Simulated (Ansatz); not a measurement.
Cartesian coordinates in Å:
```
C 0.8438 -0.3788 -1.2911
O 0.1103 0.4071 -0.3869
Ga -0.5769 -0.2397 1.1229
Se -1.7211 1.3446 2.3578
H 0.3500 -0.3812 -2.2690
H 1.8478 0.0401 -1.4195
H 0.9548 -1.4233 -0.9688
H -0.3856 -1.7362 1.5090
H -1.4233 2.3673 1.3455
```

Charge 0, multiplicity 1.

Task: List the CAM-B3LYP/def2-TZVPP orbital energies in eV (the Gaussian-basis code of Ansatz). (An estimate is asked.)

Result: The calculation gave: Occupied: -12352.77, -10140.07, -1581.96, -1420.17, -1420.14, -1420.11, -1251.69, -1108.99, -1108.89, -1108.87, -522.17, -279.92, -214.55, -158.66, -158.56, -158.43, -152.07, -105.55, -105.32, -105.28, -59.48, -59.45, -59.34, -59.26, -59.25, -29.32, -25.34, -25.24, -25.20, -25.17, -25.04, -21.20, -20.19, -15.24, -13.95, -13.72, -13.00, -11.68, -9.87, -9.73, -9.60, -8.49. Lowest empty: -0.06, 0.73, 1.19, 1.96, 3.02, 3.98, 4.27, 4.32.
